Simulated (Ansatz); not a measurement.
Reaction (formal exchange of groups at a B–N bond): `BN(C)BC` + `CB(C)O` → `BCB(C)O` + `CBNC`

Gas-phase electronic energies from Ansatz, PBE0-D4/def2-TZVP geometries. CCSD(T)/CBS is the MP2 limit (def2-TZVPP, def2-QZVPP) plus CCSD(T) − MP2 in def2-TZVPP, frozen cores. DFT in def2-TZVPP. B3LYP here is the variant with VWN-RPA as its local correlation; programs differ in this. One conformer a species, not always the lowest.

```json
{"level": "PBE0-D4", "ΔE (eV)": "0.83"}
{"level": "B3LYP-D4", "ΔE (eV)": "0.88"}
{"level": "ωB97X-V", "ΔE (eV)": "0.86"}
{"level": "r2SCAN", "ΔE (eV)": "0.83"}
{"level": "HF/def2-TZVPP", "ΔE (eV)": "0.92"}
{"level": "SCS-MP2/def2-TZVPP", "ΔE (eV)": "0.92"}
{"level": "SCS-MP2/def2-QZVPP", "ΔE (eV)": "0.92"}
{"level": "CCSD/CBS(def2)", "ΔE (eV)": "0.89"}
```

**Question.** What does CCSD(T)/CBS give? (An estimate is asked.)

**Answer.** Ansatz gave: +0.89 eV. The listed levels differ from it by -0.06, -0.01, -0.03, -0.06, 0.03, 0.03, 0.03, 0.00 eV.

Largest T1 diagnostic among the species: 0.012.

From PBE to PBE0 (25 % exact exchange), in def2-TZVPP and without D4, ΔE moves by +0.03 eV.
